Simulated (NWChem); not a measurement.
System: GeH₄S₂; SMILES [SH][GeH2][SH]

```xyz
7

Ge     0.0000     0.0000    -0.5965
S      1.8486     0.0479     0.6437
S     -1.8486    -0.0479     0.6437
H      0.0865     1.2727    -1.4527
H     -0.0865    -1.2727    -1.4527
H      1.5601    -1.0968     1.3007
H     -1.5601     1.0968     1.3007
```
Atoms are numbered in this order, from 1.

All runs: NWChem. Pople sets run with spherical d functions. Structure relaxed at the PBE0/def2-SVP level. B3LYP is NWChem's, with the RPA form of VWN correlation. GIAO values for the isolated, static molecule; σ is the absolute isotropic shielding, δ = σ(reference) − σ with the isolated reference molecule computed at the same levels (1H: tetramethylsilane).

For level B3LYP/6-311G**:

- σ Ge1 (ppm) = 1324.2
- σ S2 (ppm) = 625.1
- δ H4 (ppm) = 5.72

Question: Estimate the same quantities for level PBE0/pcSseg-1.

Answer: 
| Property | Result |
|---|---|
| σ Ge1 (ppm) | 1354.4 |
| σ S2 (ppm) | 675.3 |
| δ H4 (ppm) | 5.46 |
